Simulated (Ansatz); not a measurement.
Relaxation of H6N2S2Si (11 atoms, charge 0, multiplicity 1), to a largest force component of 0.03 eV/Å in at most 50 steps.

Method: Ansatz, RKS revPBE-D4/def2-SVP.

```xyz
11
Properties=species:S:1:pos:R:3
Si -0.579 0.586 0.342
S 1.584 -0.566 -2.098
S -1.367 1.753 -1.052
H 0.626 0.403 -2.184
N 0.633 1.026 1.466
N -1.121 -0.992 0.722
H 0.647 -1.540 -2.220
H 1.225 0.353 1.954
H 1.108 1.916 1.317
H -0.841 -1.550 1.532
H -1.916 -1.389 0.221
```

Question: Where does it end, and by what steps?

Answer: It converged. After 7 steps the energy has fallen by 0.019 eV; S2 moved furthest, 0.22 Å.

```json
{"step": "0", "energy less start (eV)": "0.0000", "largest force component (eV/Å)": "0.142", "accepted": "yes"}
{"step": "1", "energy less start (eV)": "-0.0058", "largest force component (eV/Å)": "0.243", "accepted": "yes"}
{"step": "2", "energy less start (eV)": "-0.0170", "largest force component (eV/Å)": "0.123", "accepted": "yes"}
{"step": "3", "energy less start (eV)": "-0.0186", "largest force component (eV/Å)": "0.061", "accepted": "yes"}
{"step": "4", "energy less start (eV)": "-0.0190", "largest force component (eV/Å)": "0.059", "accepted": "yes"}
{"step": "5", "energy less start (eV)": "-0.0188", "largest force component (eV/Å)": "0.104", "accepted": "no"}
{"step": "6", "energy less start (eV)": "-0.0194", "largest force component (eV/Å)": "0.031", "accepted": "yes"}
{"step": "7", "energy less start (eV)": "-0.0195", "largest force component (eV/Å)": "0.013", "accepted": "yes"}
```

```xyz
11
Properties=species:S:1:pos:R:3
Si -0.537 0.540 0.275
S 1.518 -0.554 -1.887
S -1.355 1.702 -1.109
H 0.656 0.485 -2.155
N 0.656 1.020 1.407
N -1.130 -1.002 0.718
H 0.545 -1.464 -2.166
H 1.208 0.361 1.960
H 1.145 1.903 1.255
H -0.775 -1.589 1.473
H -1.931 -1.402 0.229
```

Whether the end is a true minimum wasn't checked by a vibrational analysis.

Time of the run: 16 s on 2 threads of Intel(R) Xeon(R) CPU @ 2.80GHz (Skylake/Cascade Lake), on a shared host, peak memory 0.18 GiB.
